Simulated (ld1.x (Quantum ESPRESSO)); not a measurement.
Pd, TM: configuration errors across variants

- Element: palladium (Pd)
- Generator: ld1.x (Quantum ESPRESSO) 7.5
- Type: norm-conserving Troullier–Martins (Kleinman–Bylander form)
- Functional: LDA (PZ)
- Relativity: scalar-relativistic
- Frozen core: [Kr]
- Valence charge: 10
- Reference configuration: 4d9.5 5s0 5p0 (charge +0.5)
- Partial waves: 5s (bound, empty): rc 2.65 bohr; 4d (bound): rc 1.55 bohr; 5p (bound, empty): rc 3.45 bohr
- Local potential: the p channel
- Core correction: none

All-electron excitation energies from the reference (eV): (1) 4d10 5s0 5p0 -3.370; (2) 4d9 5s0 5p0 6.019; (3) 4d9 5s1 5p0 -1.934; (4) 4d7 5s0 5p0 61.695; (5) 4d6 5s0 5p0 111.248; (6) 4d8 5s1 5p0 10.427; (7) 4d9.5 5s0 5p0 spin -0.034; (8) 4d9 5s0 5p0 spin 5.875.

Spin tests fill each open shell by Hund’s rule, majority spin first.

Tests that are not counted but printed errors over 1 eV. “all radii scaled by about 1.29 (s 3.42, p 4.46, d 2.00 bohr)”: 4d8 5s1 5p0 (solver errors, printed error +7.0 eV).

A true bound ghost makes a file unfit for plane-wave use even where its test errors are small: the radial tests pick states by their node count and pass the ghost by. Where a test does run into it, the solver fails or the error is huge.

Errors AE − PS in meV (a dash: test not solved or not reliable):

| change | (1) | (2) | (3) | (4) | (5) | (6) | (7) | (8) | bound ghosts |
| --- | --- | --- | --- | --- | --- | --- | --- | --- | --- |
| base | -18 | -30 | -39 | -1161 | -2457 | -270 | +23 | +67 | none |
| all radii scaled by about 0.75 (s 1.98, p 2.58, d 1.16 bohr) | -18 | -29 | -35 | -1139 | -2433 | -259 | +23 | +68 | none |
| all radii scaled by about 0.86 (s 2.28, p 2.98, d 1.34 bohr) | -18 | -29 | -42 | -1130 | -2410 | -313 | +23 | +68 | none |
| all radii scaled by about 0.95 (s 2.52, p 3.28, d 1.48 bohr) | -18 | -30 | -41 | -1147 | -2438 | -297 | +23 | +67 | none |
| all radii scaled by about 1.20 (s 3.18, p 4.14, d 1.86 bohr) | -20 | -32 | -21 | -1191 | -2459 | +336 | +23 | +64 | none |
| all radii scaled by about 1.29 (s 3.42, p 4.46, d 2.00 bohr) | -21 | -33 | -15 | -1177 | -2387 | – | +22 | +62 | s |
| all radii scaled by about 1.35 (s 3.58, p 4.66, d 2.10 bohr) | -21 | -33 | -2.9 | -1153 | -2299 | -456 | +22 | +61 | s |

**Question.** Give the same row for: all radii scaled by about 1.10 (s 2.90, p 3.78, d 1.70 bohr).

**Answer.** -19, -31, -32, -1180, -2477, –, +23, +66; bound ghosts: none.
